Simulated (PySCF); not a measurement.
C3H3F4, SMILES FC(F)C[C](F)F (connectivity only; charge and spin as stated), charge +1, multiplicity 1.

Geometry: PBE0-D3(BJ)/def2-SVP. The spin state was assumed, not searched. The isomer is the one that the SMILES or the coordinates give; other isomers of the formula were not compared. One conformer was computed; it need not be the lowest.

All values below come from PySCF with PBE/def2-TZVP.

Isolated molecule, no solvent.

```json
{
  "total_energy": "-514.85060 hartree",
  "highest_occupied_level": "-13.87 eV",
  "lowest_empty_level": "-10.52 eV",
  "orbital_gap": "3.35 eV",
  "dipole_moment_about_the_centre_of_nuclear_charge": "3.68 D",
  "mean_static_polarisability": "40.4 bohr³ (5.98 Å³)",
  "polarisability_principal_values": "32.1, 35.4, 53.7 bohr³"
}
```
